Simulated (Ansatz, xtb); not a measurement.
**Ranking isomers of C3H8B2F2**

4 gas-phase structures of C3H8B2F2, from a drawn sample of its isomers (lower ones may exist). Each was relaxed with GFN2-xTB; where two conformers were screened, the lower at r2SCAN-D4/def2-SVP is listed:

A. `CCBCB(F)F`, a singlet
B. `B[C@H](C)CB(F)F`, a singlet
C. `BC(C)(C)B(F)F`, a singlet
D. `CB(C)CB(F)F`, a singlet

Make a reasoned guess at their ranking by r2SCAN-D4/def2-SVP single-point energy.

Calculated order at r2SCAN-D4/def2-SVP: D (0.0), A (63.4), C (138.7), B (147.6) kJ/mol.

Energies above the lowest of each column, in kJ/mol; the last columns are at PBE-D3(BJ)/def2-SVP geometries and were run for some of them only (a dash: not run or not comparable):

```
structure  GFN2-xTB  HF/STO-3G  r2SCAN-D4/def2-SVP  PBE-D3(BJ)/def2-SVP  CCSD(T)/def2-SVP + ΔMP2/def2-TZVPP
        D       0.0        0.0                 0.0                  0.0                                 0.0
        A       3.9       48.2                63.4                 58.3                                57.5
        C      16.1      112.3               138.7                131.6                               122.4
        B      20.9      114.8               147.6                    –                                   –
```

Every level run on D puts it lowest or level with the lowest. Flexible structures stand in one conformer each, not always the lowest. D keeps a small imaginary mode. Frequencies (GFN2-xTB) were run for A, C, D alone. ΔMP2 is the change of the MP2 energy from the smaller to the larger basis.

Over these structures GFN2-xTB departs from r2SCAN-D4/def2-SVP by 47.4 kJ/mol on average once a common shift is removed. A GFN2-xTB relaxation took about 0.19 s and the r2SCAN-D4/def2-SVP energy about 1.7 s on a shared host (Ansatz 0.2.0, xtb 6.7.1).
